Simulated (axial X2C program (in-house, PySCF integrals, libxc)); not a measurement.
# GaMo: properties at the nuclei

Calculated with an axial X2C code built on PySCF integrals: two-component X2C with atomic mean-field Coulomb and Gaunt terms, Gaussian nuclei, basis Mo dyall-cv3z, Ga dyall-cv3z with contracted cores.

R = 2.751 Å (near the PBE0 minimum at charge 0 of the determinant lowest at the starting distance; the state shown can have its own minimum elsewhere).

Determinant lowest in the PBE0 search, Ω = 5/2 (⟨Sz⟩ = 2.50, ⟨Lz⟩ = 0.00 at PBE0), spin on the atoms Mo 2.65, Ga -0.15:

```json
{"level": "PBE0", "Eeff magnitude (GV/cm)": "1.68", "Ws magnitude Mo (kHz)": "0.306", "A∥/gI Mo (MHz)": "342", "qzz Mo (a.u.)": "-0.33", "A∥/gI Ga (MHz)": "-9.43", "qzz Ga (a.u.)": "-3.40", "μ (D)": "-0.77"}
{"level": "HF", "Eeff magnitude (GV/cm)": "3.5", "Ws magnitude Mo (kHz)": "0.629", "A∥/gI Mo (MHz)": "324", "qzz Mo (a.u.)": "-0.03", "A∥/gI Ga (MHz)": "-175", "qzz Ga (a.u.)": "-0.91", "μ (D)": "-2.25"}
{"level": "B3LYP", "Eeff magnitude (GV/cm)": "1.1", "Ws magnitude Mo (kHz)": "0.19", "A∥/gI Mo (MHz)": "252", "qzz Mo (a.u.)": "-0.10", "A∥/gI Ga (MHz)": "-13.9", "qzz Ga (a.u.)": "-3.14", "μ (D)": "-0.18"}
{"level": "PBE50", "Eeff magnitude (GV/cm)": "1.72", "Ws magnitude Mo (kHz)": "0.317", "A∥/gI Mo (MHz)": "344", "qzz Mo (a.u.)": "-0.46", "A∥/gI Ga (MHz)": "-8.27", "qzz Ga (a.u.)": "-3.60", "μ (D)": "-1.10"}
{"level": "BHandHLYP", "Eeff magnitude (GV/cm)": "1.17", "Ws magnitude Mo (kHz)": "0.198", "A∥/gI Mo (MHz)": "221", "qzz Mo (a.u.)": "-0.21", "A∥/gI Ga (MHz)": "-14.2", "qzz Ga (a.u.)": "-3.37", "μ (D)": "-0.70"}
```

Eeff is the effective electric field on the electron electric dipole moment in this Ω state and Ws the scalar–pseudoscalar constant of the nucleus named (defined with the proton number Z and per Ω); A∥ (defined per Ω) follows by multiplying with gI = μI/(I μN); qzz is the electric field gradient, eQq0 = 234.96 MHz × Q/barn × qzz; μ is positive if the Ga end (last atom) is positive. The operators were transformed with the bare-nucleus X2C matrices; with these basis sets, hyperfine constants and field gradients can be off by tens of per cent, and where levels differ in sign neither size nor sign is settled.

Question: With gI(95Mo) = -0.3657 (g factors from the IAEA table of nuclear moments by Stone), turn the PBE0 values of the first state into constants in MHz.

Answer: A∥(95Mo) = 342 × -0.3657 = -125 MHz.

Each state is one determinant with collinear spin, which with several unpaired electrons need not be a pure state. Unrestricted Hartree–Fock can overshoot spin polarisation at the nuclei. In the state Ω = 5/2 the sign of Eeff differs between levels (HF against PBE0). This is the top spin component of a Σ state; components of lower Ω are not single determinants and can lie lower. With several open shells hyperfine constants can be off by a factor of several. Where Eeff spreads by more than a factor of two the levels disagree and none is to be relied on. States lie within half an eV, so the first need not be the ground state. The sign of Ws at Mo differs between levels in the first state. Further determinants of the search, some of them spin-mixed, are not shown. Where a field gradient or hyperfine factor spreads by more than a factor of two over the levels, a constant derived from it is not to be relied on.
